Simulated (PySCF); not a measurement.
Several orderings of computed values.

Species are written as SMILES; each is one conformer at its optimised geometry, gas phase, non-relativistic unless stated. Electronic properties by PySCF.

The conformers computed, where there is a choice (atom-mapped SMILES and torsion angles):
- `[N:1]#[C:2][SiH2:3][CH2:4][CH2:5][F:6]`: C2–Si3–C4–C5 -62°, Si3–C4–C5–F6 -58°
- `[CH2:1]=[CH:2][CH2:3][P@@:4]([CH3:5])(=[NH:6])[PH2:7]`: C1–C2–C3–P4 -106°, C2–C3–P4–C5 65°, H–P7–P4–C3 180°, H–P7–P4–C3 87°
- `[SH:1][SiH2:2][c:3]1[cH:4][cH:5][cH:6][cH:7][cH:8]1`: S1–Si2–C3–C4 -164°, H–S1–Si2–C3 55°
- `[CH3:1][NH:2][SiH2:3][C:4](=[O:5])[SiH2:6][C:7](=[O:8])[SiH3:9]`: C1–N2–Si3–C4 -173°, N2–Si3–C4–O5 -147°, Si3–C4–Si6–C7 -140°, C4–Si6–C7–O8 126°
- `[SiH3:1][SiH2:2][SH:3]`: H–S3–Si2–Si1 -54°

Task: Rank by HOMO energy, lowest first (CAM-B3LYP/def2-SVPD at GFN2-xTB geometries).
A. `Clc1ccc2n[nH]nc2c1`
B. `Cc1cn(C)[n+](C)c1`
C. `N#C[SiH2]CCF`
D. `C=CC[P@@](C)(=N)P`
E. `N#Cc1cc[s+]cc1`
F. `c1(ccncc1)C#N`
G. `CC(=O)Cl`

Result: E (-14.97 eV), B (-13.18 eV), C (-10.68 eV), G (-10.10 eV), F (-9.55 eV), A (-8.18 eV), D (-7.53 eV).

Task: By how much do the two ends of that ranking differ?

Result: By 7.44 eV, between `C=CC[P@@](C)(=N)P` and `N#Cc1cc[s+]cc1`.

Task: Rank by HOMO–LUMO gap, highest first (CAM-B3LYP/def2-SVPD at GFN2-xTB geometries).
A. `N#C[SiH2]CCF`
B. `N#Cc1cc[s+]cc1`
C. `N#Cc1cccnc1`
D. `S[SiH2]C1=CC=CC=C1`

Result: A (11.14 eV), D (8.85 eV), C (8.50 eV), B (7.24 eV).

Task: Rank by smallest rotational constant, highest first (GFN2-xTB).
A. `[SiH2](C([SiH3])=O)C([SiH2]NC)=O`
B. `C=CC[P@@](C)(=N)P`
C. `[C@]12(C(=C[C]1C=C2)Cl)C` [radical]
D. `CC(=O)Cl`
E. `N#Cc1cc[s+]cc1`

Result: D (3.466 GHz), C (1.215 GHz), B (1.092 GHz), E (0.946 GHz), A (0.439 GHz).

Task: Give the two extremes of that set in cm⁻¹.

Result: `CN[SiH2]C(=O)[SiH2]C(=O)[SiH3]`: 0.0146 cm⁻¹; `CC(=O)Cl`: 0.1156 cm⁻¹.

Task: Rank by static isotropic polarisability, highest first (CAM-B3LYP/def2-SVPD at GFN2-xTB geometries).
A. `S[SiH2]c1ccccc1`
B. `N#Cc1ccncc1`
C. `N#Cc1cc[s+]cc1`
D. `[SiH3][SiH2]S`
E. `CC(=O)Cl`

Result: A (113.7 au), C (85.8 au), D (79.6 au), B (77.0 au), E (42.7 au).

Task: Rank by lowest triplet excitation (Tamm–Dancoff), lowest first (TDA CAM-B3LYP/def2-SVPD at GFN2-xTB geometries).
A. `CC(=O)Cl`
B. `C=CC[P@@](C)(=N)P`
C. `N#CC1=CC=NC=C1`
D. `[SiH3][SiH2]S`
E. `N#Cc1cc[s+]cc1`
F. `FCC[SiH2]C#N`

Result: E (3.12 eV), C (3.94 eV), B (4.22 eV), A (4.67 eV), D (5.23 eV), F (6.01 eV).

Task: By how much do the two ends of that ranking differ?

Result: By 2.89 eV, between `N#C[SiH2]CCF` and `N#Cc1cc[s+]cc1`.

Task: Rank by electronic spatial extent ⟨r²⟩ about the centre of nuclear charge, lowest first (CAM-B3LYP/def2-SVPD at GFN2-xTB geometries).
A. `Clc1ccc2n[nH]nc2c1`
B. `c1c(C)cn(C)[n+]1C`
C. `S[SiH2]C1=CC=CC=C1`
D. `S[SiH2][SiH3]`
E. `C=CC[P@@](C)(=N)P`
F. `N#Cc1ccncc1`

Result: D (651 bohr²), F (882 bohr²), B (1011 bohr²), E (1230 bohr²), C (1651 bohr²), A (1677 bohr²).

Task: Give the two extremes of that set in Å².

Result: `[SiH3][SiH2]S`: 182 Å²; `Clc1ccc2n[nH]nc2c1`: 470 Å².
